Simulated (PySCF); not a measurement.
CH5ClFNSi, SMILES N[Si@@H](Cl)CF. Coordinates come from a PBE-D3(BJ)/def2-SVP optimisation. The structure was generated by enumeration; whether it is a known compound was not checked. The values are those of a single conformer.

Problem. Give the equilibrium geometry at PBE-D3(BJ)/def2-SVP (PySCF confirms it by a frequency run) as Cartesian coordinates in Å. (Estimate from the structure and the level; the computed values follow.)

Solution. This is not unique; one that fits is 
```xyz
10

N     -1.4141    -1.2738     0.1987
Si    -0.3696    -0.0195    -0.3534
Cl    -0.4996     1.8076     0.6942
C      1.4426    -0.5371    -0.1032
F      1.7298    -1.6898    -0.8287
H     -2.3978    -1.2727    -0.0810
H     -1.3027    -1.6646     1.1375
H     -0.7194     0.2540    -1.7813
H      1.6434    -0.7133     0.9800
H      2.1195     0.2884    -0.4223
```
Charge 0, spin multiplicity 1.
